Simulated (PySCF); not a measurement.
B(H)2(NCO) (CH2BNO), SMILES BN=C=O. Coordinates come from a B3LYP-D3(BJ)/def2-SVP optimisation.

Computed equilibrium geometry at B3LYP-D3(BJ)/def2-SVP (PySCF confirms it by a frequency run) as bond lengths and angles, and its point group:
point group C2v.
Atoms: B1 H2 H3 N4 C5 O6. Bond lengths (Å): B1–H2 1.206, B1–H3 1.206, B1–N4 1.406, N4–C5 1.200, C5–O6 1.170. Angles (°): H2–B1–H3 121.6, H2–B1–N4 119.2, H3–B1–N4 119.2, B1–N4–C5 180.0, N4–C5–O6 180.0.
